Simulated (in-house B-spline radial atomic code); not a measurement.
# Ionising the rhenium ion Re⁷⁺ with different functionals

Computed with a B-spline radial code for spherical atoms: scalar-relativistic (spin-free X2C) Hamiltonian, Fermi nucleus of rms radius 5.3698 fm, spin-polarised at highest spin, spherical fractional occupations for the functionals, the average over the highest-spin determinants for Hartree-Fock. The ionisation energy is the difference of two self-consistent energies, [Xe] 4f14 → [Kr] 4d10 4f14 5s2 5p5, without Breit or QED terms; ε is the level of the shell that loses the electron (its least bound occupied spin orbital). There is no spin-orbit coupling in this Hamiltonian.

Hybrids are left out here: with spherical fractional occupations of an open shell their exact exchange keeps a self-interaction that integer-occupation calculations don't have.

| method | rung | ΔSCF (eV) | -ε(5p) (eV) |
| --- | --- | --- | --- |
| Hartree-Fock | Hartree-Fock | 146.90 | 147.67 |
| LDA VWN5 | LDA | 148.28 | 138.95 |
| LDA PW92 | LDA | 148.27 | 138.94 |
| LDA exchange-only | LDA | 146.31 | 137.04 |
| PBE | GGA | 147.81 | 138.56 |
| PBEsol | GGA | 147.91 | 138.64 |
| BLYP | GGA | 147.67 | 138.39 |
| RPBE | GGA | 147.72 | 138.49 |
| PW91 | GGA | 147.95 | 138.68 |
| BP86 | GGA | 147.99 | 138.71 |
| AM05 | GGA | 147.97 | 138.69 |
| OLYP | GGA | 148.16 | 138.97 |
| TPSS | meta-GGA | 148.01 | 138.81 |
| SCAN | meta-GGA | 148.43 | 139.59 |
| r2SCAN | meta-GGA | 148.85 | 139.81 |
| revTPSS | meta-GGA | 148.09 | 138.91 |

Question: How do they compare with the NIST value?

Answer: NIST lists 144.4 eV ± 0.4 (semi-empirical, ground level to ground level). Errors run from +1.91 to +4.45 eV. The correlated functionals all miss on the same side by more than they spread, so the cause is common to them (spin-orbit coupling, Breit-QED terms, multiplet and fine-structure energies, or a listed next ion that isn't the cheapest removal here) and closeness doesn't rank the functionals. Hartree-Fock also lacks correlation.
